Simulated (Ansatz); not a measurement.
Harmonic frequencies (cm⁻¹) at PBE0-D4/def2-TZVP from Ansatz: 224, 237, 291, 437, 859, 920.

(1) Which molecule is it?
A. `[Br][InH]`•
B. `[Br][Al][Br]`•
C. `Cl[C](Cl)Br`•
D. `F[CH]I`•

Answers

(1) C.
